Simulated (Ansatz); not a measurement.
Consider the formal exchange of groups at a C–C bond: `OC(F)([SiH3])CF` + `BN` → `NBCF` + `OC(F)[SiH3]`.

Gas-phase electronic energies from Ansatz, PBE0-D4/def2-TZVP geometries. CCSD(T)/CBS adds triple-zeta CCSD(T) − MP2 to the extrapolated MP2 energy (def2 sets, frozen cores). This one scheme is used for every species. Functionals use def2-TZVPP. One conformer a species, not always the lowest.

```csv
level,ΔE (kJ/mol)
ωB97M-V,-17.0
PBE,-23.9
r2SCAN,-18.4
PBE0,-22.8
CCSD/def2-TZVPP,-17.2
HF/def2-QZVPP,-22.1
HF/CBS(def2),-22.2
MP2/CBS(def2),-17.0
```

Question: What does CCSD(T)/CBS give? (Best estimate.)

Answer: Computed: -16.9 kJ/mol. The listed levels differ from it by -0.1, -7.0, -1.5, -5.9, -0.3, -5.2, -5.3, -0.1 kJ/mol.

Largest T1 diagnostic among the species: 0.012.

In def2-TZVPP, CCSD(T) changes the Hartree–Fock value by +6.6 kJ/mol (the triples alone add +2.1 kJ/mol) and MP2 by +6.5 kJ/mol. The D4 term adds +4.5 kJ/mol with B3LYP and +2.5 kJ/mol with PBE0; it sums over pairs of atoms, weighted by their polarisabilities, and B3LYP, whose exchange is more repulsive, gets the larger term.

B3LYP here is the variant with VWN-RPA as its local correlation; programs differ in this.
